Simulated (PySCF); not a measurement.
C5H9Cl, SMILES CCC/C=C\Cl.

Coordinates come from a PBE-D3(BJ)/def2-SVP optimisation. Other conformers were not sampled.

Vertical ionisation energy (IE) and electron affinity (EA) in eV. Rows of orbital energies are one-electron estimates. Where ΔSCF, EOM or ADC give a negative EA the extra electron is unbound and the value depends on the basis.

| level | IE | EA |
|---|---|---|
| −ε(HOMO), −ε(LUMO), r2SCAN/def2-TZVP (PySCF) | … | … |
| −ε(HOMO), −ε(LUMO), PBE/def2-TZVP (PySCF) | 5.97 | 1.04 |

### Question
What belongs in the gaps? (Estimate from the structure and the level; the computed values follow.)

### Answer

- −ε(HOMO), −ε(LUMO), r2SCAN/def2-TZVP (PySCF), IE: 6.18
- −ε(HOMO), −ε(LUMO), r2SCAN/def2-TZVP (PySCF), EA: 0.85
